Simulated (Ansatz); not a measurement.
One change: `C#C[SiH](O)F` becomes `B[SiH](O)F`.

Ansatz, PBE0-D4/def2-TZVP geometries, multiplicity 1. Each molecule was computed in one conformer, which needn't be the lowest.

```
                                      property  `C#C[SiH](O)F`
zero-point energy (PBE0-D4/def2-TZVP) / kJ/mol           119.6
         HOMO–LUMO gap (B3LYP/def2-TZVPP) / eV            7.69
         HOMO energy (ωB97M-V/def2-TZVPP) / eV          -11.01
            HOMO energy (PBE0/def2-TZVPP) / eV           -8.73
             LUMO energy (PBE/def2-TZVPP) / eV           -1.48
          HOMO–LUMO gap (PBE0/def2-TZVPP) / eV            8.18
```

(1) What does the change do to each property? (An estimate is asked.)

Results:

(1) Computed: 
```tsv
property	`B[SiH](O)F`	shift
zero-point energy (PBE0-D4/def2-TZVP) / kJ/mol	121.0	1.4
HOMO–LUMO gap (B3LYP/def2-TZVPP) / eV	5.14	-2.55
HOMO energy (ωB97M-V/def2-TZVPP) / eV	-10.48	0.53
HOMO energy (PBE0/def2-TZVPP) / eV	-8.28	0.45
LUMO energy (PBE/def2-TZVPP) / eV	-3.75	-2.27
HOMO–LUMO gap (PBE0/def2-TZVPP) / eV	5.54	-2.64
```

With PBE0 the HOMO rises by 0.45 eV and the LUMO falls by 2.20 eV, so the gap narrows by about 2.65 eV. PBE moves the HOMO by 0.51 eV and ωB97M-V by 0.53 eV.

B3LYP here is the variant with VWN-RPA as its local correlation; programs differ in this.
